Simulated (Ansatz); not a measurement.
Geometry optimisation, UHF/def2-SVP in Ansatz.

The input (input.yaml):

```yaml
crystal:
  periodic: [false, false, false]
  atoms:
    - { symbol: W, position_ang: [0.090283, -0.108295, -0.407442] }
    - { symbol: F, position_ang: [-0.252985, 0.088325, 2.622485] }
    - { symbol: O, position_ang: [1.611373, -0.372596, 0.584034] }
    - { symbol: H, position_ang: [2.347325, -0.968938, 0.538122] }
    - { symbol: Cl, position_ang: [-0.033943, 2.185603, 0.090848] }
    - { symbol: H, position_ang: [-1.294226, -0.403176, 0.452024] }
    - { symbol: Cl, position_ang: [0.058281, -2.392498, -1.003742] }
    - { symbol: F, position_ang: [-0.37619, 0.274757, -2.138144] }
    - { symbol: H, position_ang: [0.347181, 0.744919, 2.812116] }
magnetization:
  spin_polarized: true
  initial_magnetization: 1
basis:
  gaussian: { orbitals: def2-SVP }
hamiltonian:
  xc: hf
relax:
  f_tol: 0.03
  max_steps: 50
output:
  orbitals: {}
```

Launched with:

```bash
$ ansatz run input.yaml --threads 4 --pin off --max-ram 5120MiB --backend cpu --events-out ev --progress --plain --runs-dir out
```

Problem. Where does it end, and by what steps?

Solution. The run converged. After 21 steps the energy has fallen by 0.154 eV; F2 moved furthest, 0.68 Å.

```csv
step,energy less start (eV),largest force component (eV/Å),accepted
0,0.0000,0.268,yes
1,-0.0198,0.992,yes
2,-0.0350,0.849,yes
3,0.0812,3.404,no
4,-0.0532,0.517,yes
5,-0.0589,0.905,yes
6,-0.0624,1.337,yes
7,-0.0704,1.189,yes
8,-0.1020,0.422,yes
9,-0.1082,0.221,yes
10,-0.1070,0.537,no
11,-0.1251,0.255,yes
12,-0.1305,0.308,yes
13,-0.1321,0.462,yes
14,-0.1426,0.245,yes
15,-0.1500,0.228,yes
16,-0.1433,0.880,no
17,-0.1526,0.078,yes
18,-0.1531,0.112,yes
19,-0.1527,0.303,no
20,-0.1534,0.084,yes
21,-0.1537,0.024,yes
```

```xyz
9
Properties=species:S:1:pos:R:3
W 0.144 -0.294 -0.530
F -0.067 0.442 3.173
O 1.600 -0.755 0.416
H 2.500 -0.850 0.690
Cl 0.107 1.930 0.345
H -1.131 -0.651 0.465
Cl -0.112 -2.389 -1.537
F -0.464 0.452 -2.097
H -0.080 1.163 2.625
```

Time of the run: 58 s on 4 threads of Arm Neoverse V2, on a shared host, peak memory 0.45 GiB.
